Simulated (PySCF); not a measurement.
## Correlation energy of Rh³⁺ (rhodium, charge +3)

[Kr] 4d6, high-spin 5D determinant. Calculation: PySCF 2.14, in ANO-RCC-VTZP; scalar relativity by spin-free X2C-1e. Frozen: [Ar] 3d10; 14 electrons correlated.

```json
{"level": "CCSD", "correlation energy (mhartree)": "-406.13"}
{"level": "(T)", "correlation energy (mhartree)": "-7.65"}
{"level": "CCSD(T)", "correlation energy (mhartree)": "-413.78"}
```

Diagnostics: T1 = 0.0029, D1 = 0.0073, largest double amplitude 0.024.

Cost of the coupled-cluster step: roughly 10 core-seconds, for 14 correlated electrons.
